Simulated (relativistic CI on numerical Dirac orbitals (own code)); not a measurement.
**Spin-allowed bands of a d2 ion in a tetrahedral site, by hand**

Problem. Take Δ = 9900 cm⁻¹ and B = 930 cm⁻¹ for a d2 ion in a tetrahedral site. Calculate the three spin-allowed bands.

Working.
1. The terms of highest spin are 3F (energy 0) and 3P (15B = 13950 cm⁻¹). Here the F term splits into A2 at −1.2Δ = -11880, T2 at −0.2Δ = -1980 and T1 at +0.6Δ = 5940 cm⁻¹.
2. The two T1 states mix through the element 0.4Δ: H = [[5940, 3960], [3960, 13950]], with roots ½(H₁₁ + H₂₂) ∓ ½√[(H₂₂ − H₁₁)² + 4H₁₂²] = ½(19890) ∓ ½(11264) = 4313 and 15577 cm⁻¹.
3. The ground term is 3A2 at -11880 cm⁻¹.
4. Bands: 3T2 9900 cm⁻¹ (1010 nm), 3T1(F) 16193 cm⁻¹ (618 nm), 3T1(P) 27457 cm⁻¹ (364 nm).

Check. Exact diagonalisation of the whole d2 shell with these parameters gives 3T2 9900, 3T1 16193, 3T1 27457 cm⁻¹. The match is exact, since without spin-orbit coupling no other term has this spin. The ratio of the second band to the first, 1.636, depends on Δ/B = 10.6 alone, which is how a Tanabe-Sugano diagram is read.
